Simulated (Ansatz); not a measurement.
Species: sum formula SiBr2F (charge 0, doublet). It need not be the lowest isomer of its formula. SMILES: [Si](Br)(Br)F
Structure (B3LYP-D3(BJ)/def2-TZVP (Ansatz, a program for electronic structure) minimum search):
```
Si
F 1 1.5976
Br 1 2.2313 2 107.71
Br 1 2.2313 2 107.71 3 -120.41
```
Charge 0, spin multiplicity 2.

Quantity: atomisation energy (electronic, to ground-state atoms), in kcal/mol. Valence correlation only, unless marked. UHF or UKS for open shells. No spin-orbit coupling. Frozen are the shells of the preceding noble gas and the d and f shells that filled before the atom's block. Non-relativistic. The coupled-cluster limit lacks core correlation, which all-electron functionals hold. CBS marks a two-point X^-3 extrapolation of the correlation energy; Hartree-Fock from the larger set.

```
level                                      program  atomisation energy (kcal/mol)
----------------------------------  --------------  -----------------------------
r2SCAN-D3(BJ)/def2-TZVPD            Ansatz + dftd3                            ___
CAM-B3LYP/def2-TZVPD                        Ansatz                          282.9
LC-wPBE-D3(BJ)/def2-TZVPD           Ansatz + dftd3                          289.2
LC-wPBE/def2-TZVPD                          Ansatz                          285.7
B2GP-PLYP-D4/def2-TZVPD             Ansatz + dftd4                          285.4
CCSD(T)/CBS(def2-TZVPP,def2-QZVPP)          Ansatz                          290.8
```

### Question
Fill in the missing entries.

### Answer

- r2SCAN-D3(BJ)/def2-TZVPD, atomisation energy (kcal/mol): 298.7
